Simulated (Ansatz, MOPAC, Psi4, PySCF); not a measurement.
System: LiOH, charge 0, multiplicity 1. SMILES: [Li][OH]
Coordinates optimised at B3LYP-D3(BJ)/def2-TZVP (Ansatz, an electronic-structure program):
```xyz
3

Li     0.0000     0.0000    -1.2587
O      0.0000     0.0000     0.3139
H      0.0000     0.0000     1.2652
```
Charge 0, spin multiplicity 1.

Quantity: size of the dipole moment, in D. Set-up: 6-31G* and kin with 6d, 5d where marked; non-relativistic; dispersion terms only where a functional's name holds one; 6-311+G** with 5d; no spin-orbit coupling. First-principles rows: single points at B3LYP-D3(BJ) geometries (Ansatz). Semi-empirical rows: dipoles at the shared geometry.

```csv
level,program,size of the dipole moment (D)
PM6,MOPAC,4.31
B3LYP/6-31G*,Ansatz,3.61
B3LYP/6-311+G**,Ansatz,4.35
M06-2X/6-31G* (5d),PySCF,3.87
wB97X-D/6-31G*,Psi4,3.82
wB97X-D/6-311+G**,Psi4,4.50
B3PW91/6-31G* (5d),PySCF,3.73
```

No value to compare with is used here. The 7 habitual levels span 3.61 (B3LYP/6-31G*) to 4.50 D (wB97X-D/6-311+G**).

The levels are drawn from those run, B3LYP/6-31G* more often than the rest, none by its result; runs whose electronic state is in doubt are left out.
